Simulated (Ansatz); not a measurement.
The cluster B₄P₅⁻, 9 atoms. Hardware: 4 threads of Arm Neoverse V1 on a shared host.

Correlated methods freeze 29 core orbitals.

(1) How many basis functions does each of these Ansatz runs have, and roughly what does it cost? HF/def2-TZVPD, charge -1 singlet, energy, from earlier orbitals; B97M-V/def2-TZVPD, charge -1 singlet, energy, from earlier orbitals; PBE0-D4/def2-TZVPD, charge -1 singlet, energy, from earlier orbitals; RPA@PBE/def2-SVPD, charge -1 singlet, energy, from earlier orbitals; B3LYP-D4/def2-SVPD, charge -1 singlet, relaxation, 6 steps; r2SCAN-D4/def2-TZVPD, charge -1 singlet, energy, from earlier orbitals; PBE-D4/def2-TZVPD, charge -1 singlet, energy and forces, from earlier orbitals; r2SCAN0-D4/def2-TZVPD, charge -1 singlet, energy, from earlier orbitals; CCSD(T)/def2-SVPD, charge -1 singlet, energy, from earlier orbitals.

Results:

(1) Other jobs shared the machine, so times can vary by a factor of up to 3.

| run | functions | fitting or Cholesky vectors | wall time | peak host memory (GiB) |
| --- | --- | --- | --- | --- |
| RPA@PBE/def2-SVPD, charge -1 singlet, energy, from earlier orbitals | 200 | 1871 | 8 s | 0.58 |
| PBE-D4/def2-TZVPD, charge -1 singlet, energy and forces, from earlier orbitals | 363 | 2035 | 11 s | 0.93 |
| r2SCAN-D4/def2-TZVPD, charge -1 singlet, energy, from earlier orbitals | 363 | 2035 | 17 s | 0.96 |
| PBE0-D4/def2-TZVPD, charge -1 singlet, energy, from earlier orbitals | 363 | 2120 | 17 s | 1.7 |
| r2SCAN0-D4/def2-TZVPD, charge -1 singlet, energy, from earlier orbitals | 363 | 2120 | 24 s | 1.7 |
| B97M-V/def2-TZVPD, charge -1 singlet, energy, from earlier orbitals | 363 | 2035 | 31 s | 1.1 |
| B3LYP-D4/def2-SVPD, charge -1 singlet, relaxation, 6 steps | 200 | 2085 | 33 s | 0.74 |
| HF/def2-TZVPD, charge -1 singlet, energy, from earlier orbitals | 363 | 2703 | 72 s | 1.8 |
| CCSD(T)/def2-SVPD, charge -1 singlet, energy, from earlier orbitals | 200 | 1871 | 77 s | 2.5 |
